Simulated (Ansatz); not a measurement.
Job for Ansatz (a first-principles code): R-CCSD(T)/def2-TZVPPD on BrH5OSi (a complex), monomers drawn apart or pushed together. Files ending in .json are basis or fitting sets from the Basis Set Exchange. The run froze 20 orbitals, filled d shells among them.

Ansatz 0.2 input:
```yaml
crystal:
  periodic: [false, false, false]
  atoms:
    - {symbol: Br, position_ang: [-0.60941552, -1.15564798, -0.02079492]}
    - {symbol: H, position_ang: [-0.15485613, -0.42266917, 1.13543890]}
    - {symbol: O, position_ang: [0.38154659, 0.42679039, 2.51648788]}
    - {symbol: Si, position_ang: [-0.12337058, 0.06078784, 4.06119657]}
    - {symbol: H, position_ang: [1.06626735, 1.08885863, 2.38973910]}
    - {symbol: H, position_ang: [1.00534810, -0.44654249, 4.87469066]}
    - {symbol: H, position_ang: [-1.15301142, -0.97887331, 3.88932880]}
    - {symbol: H, position_ang: [-0.69036782, 1.25831931, 4.72270152]}
basis:
  gaussian:
    orbitals: def2-TZVPPD.json
magnetization: {spin_polarized: false}
correlation: {method: ccsd_t, electrons: outside_noble_gas}
scf: {lower_state_search: off}
```

Output:

```
Functional definition: HF
[...]
these checks for a lower state are left out or cut short: stability, starts, cluster_reference, orbital_swaps, neighbouring_geometries, increment
integrals: 1.22 GiB planned
1323 factors; integrals over basis functions are off by at most 9.1e-4 eV
mean field: 0.78 GiB planned
mean field evaluation 1: about -79977.6241 eV, gradient 3.3e1 eV
mean field evaluation 2: about -79977.7257 eV, gradient 3.3e1 eV
mean field evaluation 4: about -79980.0162 eV, gradient 3.1e0 eV
mean field evaluation 8: about -79980.0580 eV, gradient 2.5e-1 eV
mean field -79980.05829464 eV, -2939.2129298975 hartree, gradient 2.1e-6 eV, S^2 0.000000; 0 other end points of the search recorded, 0 dependent functions left out
20 core orbitals not correlated
reference -79980.05829464 eV, -2939.2129298975 hartree; 11, 11 occupied and 199, 199 virtual orbitals, 1323 factors
second order -15.25493731 eV of doubles, -0.00000000 eV of singles
coupled cluster: 1.44 GiB planned
cycle   1  -15.90256476 eV  change   -6.5e-1 eV  update   8.2e-2
cycle   2  -16.29646495 eV  change   -3.9e-1 eV  update   2.4e-2
cycle   3  -16.37298090 eV  change   -7.7e-2 eV  update   1.1e-2
cycle   4  -16.36548751 eV  change    7.5e-3 eV  update   2.4e-3
cycle   5  -16.36517940 eV  change    3.1e-4 eV  update   9.1e-4
cycle   6  -16.36529526 eV  change   -1.2e-4 eV  update   2.5e-4
cycle   7  -16.36518381 eV  change    1.1e-4 eV  update   9.0e-5
cycle   8  -16.36518368 eV  change    1.4e-7 eV  update   2.8e-5
cycle   9  -16.36519470 eV  change   -1.1e-5 eV  update   1.1e-5
perturbative correction -0.55013225 eV, -0.0202169873 hartree
Total energy: -79996.97362159 eV, -2939.8345566973 hartree
Checks for a lower state left out: stability, starts, cluster_reference, orbital_swaps, neighbouring_geometries, increment
```

Self-consistency was reached.

Cost: roughly 4 core-minutes.
